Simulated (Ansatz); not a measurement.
`F[B](F)[AlH2]` and `FB(F)S` differ in one atom or group.

Ansatz, PBE0-D4/def2-TZVP geometries, multiplicity 1. Each molecule was computed in one conformer, which needn't be the lowest.

```tsv
property	`F[B](F)[AlH2]`
LUMO energy (B3LYP/def2-TZVPP) / eV	-2.24
LUMO energy (PBE/def2-TZVPP) / eV	-2.79
size of the dipole moment (PBE/def2-TZVPP) / D	0.81
size of the dipole moment (B3LYP/def2-TZVPP) / D	0.96
HOMO–LUMO gap (B3LYP/def2-TZVPP) / eV	5.72
HOMO–LUMO gap (PBE/def2-TZVPP) / eV	4.07
```

Question: Give the same properties after the change, and the shifts. (Estimate.)

Answer: The calculation gave: 
```json
{"property": "LUMO energy (B3LYP/def2-TZVPP) / eV", "`FB(F)S`": "-0.14", "shift": "2.10"}
{"property": "LUMO energy (PBE/def2-TZVPP) / eV", "`FB(F)S`": "-0.89", "shift": "1.90"}
{"property": "size of the dipole moment (PBE/def2-TZVPP) / D", "`FB(F)S`": "1.23", "shift": "0.42"}
{"property": "size of the dipole moment (B3LYP/def2-TZVPP) / D", "`FB(F)S`": "1.29", "shift": "0.33"}
{"property": "HOMO–LUMO gap (B3LYP/def2-TZVPP) / eV", "`FB(F)S`": "8.04", "shift": "2.32"}
{"property": "HOMO–LUMO gap (PBE/def2-TZVPP) / eV", "`FB(F)S`": "6.27", "shift": "2.20"}
```

With PBE0 the HOMO falls by 0.29 eV and the LUMO rises by 2.15 eV, so the gap widens by about 2.44 eV. PBE moves the HOMO by -0.30 eV and ωB97M-V by -0.33 eV. The zero-point energy changes by -7.2 kJ/mol with -3 modes. Dipoles are sizes alone; their direction can turn.

B3LYP here is the variant with VWN-RPA as its local correlation; programs differ in this.
